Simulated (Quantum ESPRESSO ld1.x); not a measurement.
Input file for ld1.x (Quantum ESPRESSO 7.5):

```
 &input
    zed=62.0,
    iswitch=1,
    rel=1,
    lsd=1,
    dft='SLA-VWN',
    config='[Xe] 4f4.5 6p0.5',
    verbosity='high',
    prefix='ld1',
    max_out_wfc=37,
    file_charge='ld1.rho',
 /
```

Command: `OMP_NUM_THREADS=1 ld1.x < ld1.in > ld1.out`

Output:

```
     Program LD1 v.7.5 starts

     --------------------------- All-electron run ----------------------------

     scalar relativistic calculation

     atomic number is 62.00
     dft =SLA-VWN   lsd =1 sic =0 latt =0  beta=0.20 tr2=1.0E-14
     Exchange-correlation= SLA-VWN
                           (   1   2   0   0   0   0   0)
     mesh =2093 r(mesh) = 100.37023 a.u. xmin = -8.00 dx = 0.00800
     1 Ry =  13.60569312 eV, c = 137.03599908

     n l     nl                  e(Ry)          e(Ha)          e(eV)
     1 0     1S 1( 1.00)   -3430.282731224   -1715.141365612 -46671.3741661
     2 0     2S 1( 1.00)    -562.928294158    -281.464147079  -7659.0296206
     2 1     2P 1( 3.00)    -502.659885262    -251.329942631  -6839.0361441
     3 0     3S 1( 1.00)    -125.585577771     -62.792788886  -1708.6788318
     3 1     3P 1( 3.00)    -106.745808117     -53.372904058  -1452.3507074
     4 0     4S 1( 1.00)     -27.254867173     -13.627433586   -370.8213589
     4 1     4P 1( 3.00)     -21.041623755     -10.520811877   -286.2858756
     3 2     3D 1( 5.00)     -81.165127851     -40.582563925  -1104.3078218
     5 0     5S 1( 1.00)      -5.590857224      -2.795428612    -76.0674877
     5 1     5P 1( 3.00)      -3.989034728      -1.994517364    -54.2735824
     4 2     4D 1( 5.00)     -12.316909539      -6.158454770   -167.5800914
     4 3     4F 1( 4.50)      -2.906990319      -1.453495160    -39.5516182
     6 1     6P 1( 0.50)      -1.382896977      -0.691448489    -18.8152719
     1 0     1S 2( 1.00)   -3430.282294199   -1715.141147099 -46671.3682201
     2 0     2S 2( 1.00)    -562.923688608    -281.461844304  -7658.9669589
     2 1     2P 2( 3.00)    -502.656451834    -251.328225917  -6838.9894299
     3 0     3S 2( 1.00)    -125.461977598     -62.730988799  -1706.9971658
     3 1     3P 2( 3.00)    -106.623274162     -53.311637081  -1450.6835480
     4 0     4S 2( 1.00)     -26.968564630     -13.484282315   -366.9260143
     4 1     4P 2( 3.00)     -20.757613241     -10.378806621   -282.4217157
     3 2     3D 2( 5.00)     -81.068983435     -40.534491717  -1102.9997104
     5 0     5S 2( 1.00)      -5.443779613      -2.721889807    -74.0663948
     5 1     5P 2( 3.00)      -3.874631931      -1.937315965    -52.7170530
     4 2     4D 2( 5.00)     -12.038196180      -6.019098090   -163.7880030
     4 3     4F 2( 0.00)      -2.657167470      -1.328583735    -36.1526052
     6 1     6P 2( 0.00)      -1.325809059      -0.662904529    -18.0385512

     final scf error:  4.2E-15 reached in  26 iterations

     Etot =  -20836.624788 Ry,  -10418.312394 Ha, -283496.722588 eV
     Total magnetization:    5.00 Bohr mag.

     Ekin =   22269.920750 Ry,   11134.960375 Ha,  302997.707603 eV
     Encl =  -50583.260322 Ry,  -25291.630161 Ha, -688220.317104 eV
     Eh   =    7930.472831 Ry,    3965.236416 Ha,  107899.579664 eV
     Exc  =    -453.758048 Ry,    -226.879024 Ha,   -6173.692750 eV

     normalization and overlap integrals

     s(1S/1S) =  1.000000  <r> =   0.0228  <r2> =    0.0007  r(max) =   0.0145
     s(1S/2S) = -0.021316
     s(1S/3S) = -0.009197
     s(1S/4S) = -0.004429
     s(1S/5S) = -0.001894
     s(2S/2S) =  1.000000  <r> =   0.0971  <r2> =    0.0111  r(max) =   0.0825
     s(2S/3S) = -0.005757
     s(2S/4S) = -0.002655
     s(2S/5S) = -0.001126
     s(2P/2P) =  1.000000  <r> =   0.0855  <r2> =    0.0089  r(max) =   0.0665
     s(2P/3P) = -0.004651
     s(2P/4P) = -0.002029
     s(2P/5P) = -0.000790
     s(2P/6P) = -0.000340
     s(3S/3S) =  1.000000  <r> =   0.2553  <r2> =    0.0745  r(max) =   0.2334
     s(3S/4S) = -0.001859
     s(3S/5S) = -0.000764
     s(3P/3P) =  1.000000  <r> =   0.2536  <r2> =    0.0745  r(max) =   0.2297
     s(3P/4P) = -0.001588
     s(3P/5P) = -0.000600
     s(3P/6P) = -0.000257
     s(4S/4S) =  1.000000  <r> =   0.5782  <r2> =    0.3773  r(max) =   0.5406
     s(4S/5S) = -0.000517
     s(4P/4P) =  1.000000  <r> =   0.6115  <r2> =    0.4252  r(max) =   0.5626
     s(4P/5P) = -0.000409
     s(4P/6P) = -0.000173
     s(3D/3D) =  1.000000  <r> =   0.2312  <r2> =    0.0629  r(max) =   0.1880
     s(3D/4D) = -0.001140
     s(5S/5S) =  1.000000  <r> =   1.3545  <r2> =    2.0570  r(max) =   1.2323
     s(5P/5P) =  1.000000  <r> =   1.5487  <r2> =    2.7044  r(max) =   1.3783
     s(5P/6P) = -0.000089
     s(4D/4D) =  1.000000  <r> =   0.6657  <r2> =    0.5136  r(max) =   0.5856
     s(4F/4F) =  1.000000  <r> =   0.8671  <r2> =    0.9513  r(max) =   0.5998
     s(6P/6P) =  1.000000  <r> =   3.6436  <r2> =   14.7609  r(max) =   3.4037
     s(1S/1S) =  1.000000  <r> =   0.0228  <r2> =    0.0007  r(max) =   0.0145
     s(1S/2S) = -0.021316
     s(1S/3S) = -0.009203
     s(1S/4S) = -0.004428
     s(1S/5S) = -0.001865
     s(2S/2S) =  1.000000  <r> =   0.0971  <r2> =    0.0111  r(max) =   0.0825
     s(2S/3S) = -0.005761
     s(2S/4S) = -0.002654
     s(2S/5S) = -0.001108
     s(2P/2P) =  1.000000  <r> =   0.0855  <r2> =    0.0089  r(max) =   0.0665
     s(2P/3P) = -0.004655
     s(2P/4P) = -0.002028
     s(2P/5P) = -0.000774
     s(2P/6P) = -0.000336
     s(3S/3S) =  1.000000  <r> =   0.2552  <r2> =    0.0744  r(max) =   0.2334
     s(3S/4S) = -0.001860
     s(3S/5S) = -0.000753
     s(3P/3P) =  1.000000  <r> =   0.2535  <r2> =    0.0744  r(max) =   0.2297
     s(3P/4P) = -0.001589
     s(3P/5P) = -0.000588
     s(3P/6P) = -0.000255
     s(4S/4S) =  1.000000  <r> =   0.5782  <r2> =    0.3774  r(max) =   0.5406
     s(4S/5S) = -0.000509
     s(4P/4P) =  1.000000  <r> =   0.6117  <r2> =    0.4255  r(max) =   0.5626
     s(4P/5P) = -0.000401
     s(4P/6P) = -0.000171
     s(3D/3D) =  1.000000  <r> =   0.2310  <r2> =    0.0628  r(max) =   0.1880
     s(3D/4D) = -0.001139
     s(5S/5S) =  1.000000  <r> =   1.3678  <r2> =    2.0978  r(max) =   1.2422
     s(5P/5P) =  1.000000  <r> =   1.5674  <r2> =    2.7691  r(max) =   1.3894
     s(5P/6P) = -0.000087
     s(4D/4D) =  1.000000  <r> =   0.6666  <r2> =    0.5153  r(max) =   0.5856
     s(4F/4F) =  1.000000  <r> =   0.8887  <r2> =    1.0093  r(max) =   0.5998
     s(6P/6P) =  1.000000  <r> =   3.6954  <r2> =   15.2155  r(max) =   3.4310

     ------------------------ End of All-electron run ------------------------
```

Run on one thread of a shared host, so times are rough (Intel(R) Xeon(R) Processor @ 2.60GHz): 0.89 s of CPU time, 0.93 s wall, 26 iterations on 2093 mesh points.
